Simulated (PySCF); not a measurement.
Exercise with solution: oscillator strength and radiative lifetime

C₅H₆BN, SMILES C(#C)C1B(CC=1)N.

Geometry: B3LYP-D3(BJ)/def2-SVP. The structure was generated by enumeration, and PubChem lists no compound with its InChIKey, so it may never have been made. One conformer was computed; it need not be the lowest.

PySCF with TDA-ωB97X/def2-SVPD puts the first singlet state with f over 0.02 at 5.66 eV (vertical), with the transition dipole (-0.884, 1.017, 0.000) in atomic units.

### Question
Find the oscillator strength, the wavelength and the radiative lifetime that this transition would have in vacuum if emission retraced absorption.

### Answer

|μ|² = 1.8157 au, so |μ| = 3.42 D. ΔE = 5.66/27.211 = 0.2080 hartree. f = (2/3) ΔE |μ|² = 0.252 (the program prints 0.252).
λ = 1239.84/5.66 = 219 nm; ν = 45651 cm⁻¹.
Einstein's coefficient A = 0.6670 ν² f s⁻¹ (ν in cm⁻¹) = 3.5e8 s⁻¹, so τ = 1/A = 2.9 ns. This state is S2; the lower singlet has f = 0.000. The figure is the radiative limit of this one transition; relaxation, internal conversion, crossing to triplets and a medium change what is measured.
